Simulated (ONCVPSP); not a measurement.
## Plane-wave convergence, ONCV potential for Co (Z = 27)

cobalt (Co), optimised norm-conserving Vanderbilt (ONCV), made with ONCVPSP 4.0.1 (PBEsol, scalar-relativistic). Core [Ne], reference 3s2 3p6 3d7 4s2. Waves: 3s+4s: rc 1.50 bohr, ncon 4, nbas 8, qcut 8.1 1/bohr, 2 projectors; 3p: rc 1.10 bohr, ncon 3, nbas 6, qcut 11.3 1/bohr, 2 projectors, debl 0.9 Ha; 3d: rc 1.70 bohr, ncon 3, nbas 7, qcut 8.3 1/bohr, 2 projectors, debl 2.9 Ha. Local part: polynomial inside 0.75 bohr (lpopt 5, dvloc0 3 Ha). Core correction: Teter function, fcfact 4.75, rcfact 1.15.

In the p channel the program set the typed energies aside and used -2.407, 0.250 Ha.

Task: For each optimised wave give the share of its norm inside rc, the residual kinetic energy above qcut (Ha) and the cutoffs (Ha) for errors of 10, 1, 0.1 and 0.01 mHa per electron.

Result:

```
         wave  norm inside rc  residual KE  10 mHa  1 mHa  0.1 mHa  0.01 mHa
           3s           0.980      7.0e-07    10.6   13.5     17.8      27.2
           4s           0.071      3.1e-06     7.6   11.1     23.4      29.8
           3p           0.823      3.7e-07    29.5   37.8     45.0      51.3
p projector 2           0.047      1.3e-07    22.3   31.4     39.1      45.5
           3d           0.863      3.5e-05    25.2   29.1     32.9      71.8
d projector 2           0.201      4.5e-04    28.0   32.8     71.0     129.3
```

The occupied waves need 38 Ha and 45 Ha for 1 and 0.1 mHa. Its largest configuration-test error is -865 meV.
